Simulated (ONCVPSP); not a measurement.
## Transferability test, ONCV potential for Ga (Z = 31)

```
Element                 : Ga (Z = 31)
Generator               : ONCVPSP 4.0.1
Type                    : optimised norm-conserving Vanderbilt (ONCV)
Functional              : PBE
Relativity              : scalar-relativistic
Frozen core             : [Ne]
Valence charge          : 21
Reference configuration : 3s2 3p6 3d10 4s1 (charge +2)
Partial waves           : 3s+4s: rc 1.20 bohr, ncon 5, nbas 9, qcut 7.9 1/bohr, 2 projectors; 3p: rc 0.65 bohr, ncon 4, nbas 7, qcut 14.1 1/bohr, 3 projectors, debl 1.3 Ha; 3d: rc 0.65 bohr, ncon 4, nbas 8, qcut 25.5 1/bohr, local
Local potential         : the d channel
Core correction         : Teter function fitted to the true core (icmod 2), fcfact 0.6
```

In the p channel the program set the typed energies aside and used -4.380, 0.250, 1.550 Ha.

Energies are relative to the spin-unpolarised reference configuration 3s2 3p6 3d10 4s1; without spin polarisation the order of configurations can differ from experiment.

Q: Give the all-electron excitation energy and the error of the potential for: 3s2 3p6 3d10 4s2 4p1; 3s2 3p6 3d10 4s2; 3s2 3p6 3d10 4s0; 3s2 3p6 3d9 4s2 4p2.

A:

```json
{"valence configuration": "3s2 3p6 3d10 4s2 4p1", "charge": "0", "ΔE all-electron (eV)": "-26.817", "error AE − PS (meV)": "+3.1"}
{"valence configuration": "3s2 3p6 3d10 4s2", "charge": "+1", "ΔE all-electron (eV)": "-21.128", "error AE − PS (meV)": "+2.3"}
{"valence configuration": "3s2 3p6 3d10 4s0", "charge": "+3", "ΔE all-electron (eV)": "31.272", "error AE − PS (meV)": "-2.7"}
{"valence configuration": "3s2 3p6 3d9 4s2 4p2", "charge": "0", "ΔE all-electron (eV)": "-6.502", "error AE − PS (meV)": "+15"}
```

Note: ghosts flagged at negative energy: p at -678.8 eV; GHOST(+) flagged for s at 30.6 eV. A true bound ghost makes a file unfit for plane-wave use.
